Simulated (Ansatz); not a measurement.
Basis-set extrapolation for `O[SiH]O[SiH](O)Cl` radical (PBE0-D4/def2-TZVP geometry, frozen core, Ansatz 0.2.0). Multiplicity 2, UHF reference.

|  | def2-TZVPP | def2-QZVPP |
| --- | --- | --- |
| HF | -1264.659627 | -1264.703048 |
| MP2 correlation | -1.112281 | -1.209119 |
| CCSD(T) correlation | -1.192466 | not run |

Energies in hartree. Use E(X) = E(∞) + A·exp(−7.88·√X) for Hartree–Fock and E(X) = E(∞) + B·X^(−2.97) for correlation, with X = 3 and 4, and add CCSD(T) minus MP2 of the smaller set to the MP2 limit.

Problem. What is the CCSD(T) energy at the basis-set limit?

Solution. HF limit: -1264.703048 + (-0.043421) × 0.13774 = -1264.70903. MP2 limit: -1.209119 + (-0.096838) × 0.74074 = -1.28085. Higher-order term: -1.192466 − (-1.112281) = -0.08018. Total: -1266.07006 hartree, 136.8 kcal/mol below CCSD(T)/def2-TZVPP.
